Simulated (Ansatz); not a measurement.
`O[SiH2]CBr` + H₂Te → `O[SiH2][TeH]` + `CBr` at 500 K and 1 bar (ligand exchange at the Si–C bond).

Calculated with Ansatz (gas phase, PBE0-D4/def2-TZVP geometries, no zero-point term in ΔE). CCSD(T)/CBS is the MP2 limit (def2-TZVPP, def2-QZVPP) plus CCSD(T) − MP2 in def2-TZVPP, frozen cores. Elements past krypton have def2 core potentials. For Br, Te outer-core shells are correlated without core-valence functions, which leaves a few kJ/mol of doubt a bond. Scalar relativity is left out up to krypton. One conformer a species, not always the lowest.

| species | CCSD(T)/CBS energy (Eh) | H − E (kJ/mol) | S (J/(mol·K)) |
| --- | --- | --- | --- |
| `O[SiH2]CBr` | -2978.68339 | 196.8 | 397.4 |
| H₂Te | -268.91024 | 48.9 | 247.6 |
| `O[SiH2][TeH]` | -634.44375 | 137.5 | 378.1 |
| `CBr` | -2613.17401 | 118.3 | 270.7 |

H − E and S are ideal-gas, rigid-rotor, harmonic terms from PBE0-D4/def2-TZVP, for one conformer and one mirror image of each species. 1 Eh = 2625.50 kJ/mol, R = 8.31446 J/(mol·K).

**Question.** By hand: ΔE, ΔH, ΔS and ΔG.

**Answer.** ΔE = (-634.44375) + (-2613.17401) − (-2978.68339) − (-268.91024) = -0.02413 Eh = -63.4 kJ/mol. Δ(H − E) = 137.5 + 118.3 − 196.8 − 48.9 = 10.1, so ΔH = -53.3 kJ/mol. ΔS = 378.1 + 270.7 − 397.4 − 247.6 = 3.8 J/(mol·K). ΔG = -53.3 − 500 × (3.8)/1000 = -55.2 kJ/mol.

**Question.** By hand: the equilibrium constant, and the temperature at which ΔG would vanish if ΔH and ΔS stayed fixed.

**Answer.** log₁₀ K = −ΔG/(RT ln 10) = 5.8. ΔH and −TΔS have one sign here, so there is no such temperature.

The number of gas molecules stays the same, so ΔS is small and ΔH decides. A doubt of 5 kJ/mol in ΔE shifts log₁₀ K by 0.5 here. Other conformers and mirror images would add mixing entropy, several J/(mol·K) or more a flexible species. These are equilibria of isolated gas molecules and say nothing of rates. Largest T1 diagnostic: 0.011 (customary marks: 0.02 for closed shells, 0.045 for open ones).

ΔS is within the doubt of such terms, so its sign, and with it that verdict, could turn.
